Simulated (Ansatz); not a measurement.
System: sum formula SiN2H5, charge 0, multiplicity 2. It need not be the lowest isomer of its formula. 
Coordinates optimised at B3LYP-D3(BJ)/def2-TZVP (Ansatz, a quantum-chemistry and plane-wave program):
```xyz
8

N      1.3167    -0.8871    -0.0377
Si     0.1441     0.4163    -0.0034
N     -1.4914    -0.0802     0.0412
H      2.2860    -0.5573    -0.0641
H      0.4035     1.2169     1.2205
H      0.3354     1.2205    -1.2374
H     -1.9326    -0.4678    -0.7781
H     -1.8866    -0.4701     0.8825
```
Charge 0, spin multiplicity 2.

Quantity: atomisation energy (electronic, to ground-state atoms), in kcal/mol. Cores are frozen in the correlated levels unless marked. UHF or UKS for open shells. No spin-orbit coupling. No relativistic terms. The coupled-cluster limit lacks core correlation, which all-electron functionals hold. Basis-set limits of correlation are two-point, X^-3; Hartree-Fock from the larger set.

| level | program | atomisation energy (kcal/mol) |
|---|---|---|
| revPBE-D3(BJ)/def2-TZVPD | Ansatz + dftd3 | 591.6 |
| revPBE/def2-TZVPD | Ansatz | 583.9 |
| B97M-V/def2-TZVPD | Ansatz | 599.9 |
| BHLYP-D4/def2-TZVPD | Ansatz + dftd4 | 586.3 |
| r2SCANh/def2-TZVPD | Ansatz | 591.4 |
| HSE06-D3(BJ)/def2-TZVPD | Ansatz + dftd3 | [?] |
| B2GP-PLYP-D4/def2-TZVPD | Ansatz + dftd4 | [?] |
| PBE-QIDH/def2-TZVPD | Ansatz | 583.4 |
| SCS-MP2/def2-TZVPP | Ansatz | 586.3 |
| CCSD/def2-TZVPPD | Ansatz | 571.6 |
| CCSD(T)/CBS(aug-cc-pV(T+d)Z,aug-cc-pV(Q+d)Z) | Ansatz | [?] |

Some entries are withheld; supply them.


- HSE06-D3(BJ)/def2-TZVPD, atomisation energy (kcal/mol): 594.6
- B2GP-PLYP-D4/def2-TZVPD, atomisation energy (kcal/mol): 588.4
- CCSD(T)/CBS(aug-cc-pV(T+d)Z,aug-cc-pV(Q+d)Z), atomisation energy (kcal/mol): 598.9
